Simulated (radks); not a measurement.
Species: Cl3+. Configuration: [Ne] 3s2 3p2. All-electron calculation, scalar-relativistic Kohn-Sham, PBEsol, spin-polarised, spherical densities, finite nucleus; open shells are filled with parallel spins first; Fermi nuclear charge, rms radius 3.3654 fm. Program: a radial shooting solver on a logarithmic mesh with Libxc functionals. Some entries of the table are withheld. Estimate them.

orbital,occ.,eigenvalue (Ry),<r^2> (bohr^2)
1s up,1,-205.3064,0.01116
1s down,1,-205.2722,0.01116
2s up,1,-21.83676,0.2342
2s down,1,-21.80308,0.2337
2p up,3,-17.38922,0.2053
2p down,3,-17.34314,0.2048
3s up,1,-4.41383,2.216
3s down,1,-4.17844,2.244
3p up,2,-3.40120,2.633
3p down,0,-3.17413,2.707
3d up,0,(1),3.804
3d down,0,(2),4.140
4s up,0,(3),11.92

Answer. 
(1) 3d up eigenvalue (Ry): -1.98251
(2) 3d down eigenvalue (Ry): -1.78860
(3) 4s up eigenvalue (Ry): -1.51845
